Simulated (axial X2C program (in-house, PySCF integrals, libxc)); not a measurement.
**WC⁺: properties at the nuclei**

Computed with an in-house all-electron X2C program for linear molecules (integrals from PySCF): two-component X2C with atomic mean-field Coulomb and Gaunt terms, Gaussian nuclei, basis W dyall-cv3z, C dyall-v3z with contracted cores.

R = 1.681 Å (near the PBE0 minimum at charge 1 of the determinant lowest at the starting distance; the state shown can have its own minimum elsewhere).

Determinant lowest in the PBE0 search, Ω = 3/2 (⟨Sz⟩ = -0.49, ⟨Lz⟩ = 1.99 at PBE0), spin on the atoms W -0.99, C 0.50:

```csv
level,Eeff magnitude (GV/cm),Ws magnitude W (kHz),A∥/gI W (MHz),qzz W (a.u.),A∥/gI C (MHz),qzz C (a.u.)
PBE0,6.69,4.06,-677,-6.96,124,-0.07
HF,6.01,4.05,-1690,-6.87,191,-0.14
BHandHLYP,4.36,2.66,-513,-6.86,126,-0.12
LDA,7.13,4.07,-349,-7.96,109,-0.10
B3LYP,7.01,4.13,-448,-7.33,119,-0.08
```

Determinant 0.33 eV from it at PBE0 and this distance, Ω = 1/2 (⟨Sz⟩ = -1.49, ⟨Lz⟩ = 1.99 at PBE0), spin on the atoms W -1.19, C -0.29:

| level | Eeff magnitude (GV/cm) | Ws magnitude W (kHz) | A∥/gI W (MHz) | qzz W (a.u.) | A∥/gI C (MHz) | qzz C (a.u.) |
| --- | --- | --- | --- | --- | --- | --- |
| PBE0 | 15.4 | 26.9 | -15600 | -5.65 | -400 | 0.10 |
| HF | 13.8 | 22 | -14400 | -5.22 | -313 | 0.05 |
| BHandHLYP | 13.7 | 22.8 | -15700 | -5.64 | -399 | 0.03 |
| LDA | 18.5 | 33.5 | -15900 | -6.05 | -430 | 0.16 |
| B3LYP | 17.2 | 30.3 | -15700 | -5.87 | -421 | 0.11 |

Eeff is the effective electric field on the electron electric dipole moment in this Ω state and Ws the scalar–pseudoscalar constant of the nucleus named (defined with the proton number Z and per Ω); A∥ (defined per Ω) follows by multiplying with gI = μI/(I μN); qzz is the electric field gradient, eQq0 = 234.96 MHz × Q/barn × qzz. The operators were transformed with the bare-nucleus X2C matrices; with these basis sets, hyperfine constants and field gradients can be off by tens of per cent, and where levels differ in sign neither size nor sign is settled.

Task: With gI(13C) = 1.4048 (g factors from the IAEA table of nuclear moments by Stone), turn the PBE0 values of the first state into constants in MHz.

Result: A∥(13C) = 124 × 1.4048 = 174 MHz.

Each state is one determinant with collinear spin, which with several unpaired electrons need not be a pure state. Unrestricted Hartree–Fock can overshoot spin polarisation at the nuclei. With several open shells hyperfine constants can be off by a factor of several. In the state Ω = 3/2 the atomic spins oppose each other (-0.99, 0.50): a broken-symmetry determinant whose values are not spin-projected. States lie within half an eV, so the first need not be the ground state. Further determinants of the search, some of them spin-mixed, are not shown. Where a field gradient or hyperfine factor spreads by more than a factor of two over the levels, a constant derived from it is not to be relied on. PBE0 term energies can be off by some tenths of an eV.
